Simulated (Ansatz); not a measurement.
V2S⁺, relaxed as a quartet with UKS PBE0-D4/def2-TZVP in Ansatz, starting from the PBE0-D4/def2-TZVP geometry of the charge +1 doublet. Force threshold 0.02 eV/Å.

The charge 1 quartet is spin-contaminated (final ⟨S²⟩ up to 5.89, 3.75 for a pure state). The relaxation made no stability test and no search for a lower SCF solution. At PBE0-D4/def2-TZVP a doublet of charge 1 lies 1.09 eV below the quartet, each at its own geometry. The structure comes from a short search, and lower isomers may exist.

Start:

Cartesian coordinates in Å:
```
V 1.267 -1.569 -0.835
V -1.320 1.636 0.869
S 0.053 -0.067 -0.034
```

| step | energy (eV) | largest force component (eV/Å) | SCF passes |
| --- | --- | --- | --- |
| 1 | -62187.0878 | 1.009 | 187 |
| 2 | -62187.1658 | 0.579 | 69 |
| 3 | -62187.1791 | 0.344 | 77 |
| 4 | -62187.1853 | 0.238 | 92 |
| 5 | -62187.1913 | 0.036 | 95 |
| 6 | -62187.1915 | 0.008 | 71 |

Force components are those of the run's own axes.

End:

Cartesian coordinates in Å:
```
V 1.2454 -1.5519 -0.8076
V -1.2606 1.5541 0.8410
S 0.0152 -0.0021 -0.0335
```

By distances, no bond broke or formed. The bond that changes most is V2–S3, from 2.37 to 2.19 Å (atoms count from 1).

No frequencies were taken in this run, so the end may be a saddle point.

Hardware: 4 threads of Arm Neoverse V1 on a shared host. Wall time 28 s.
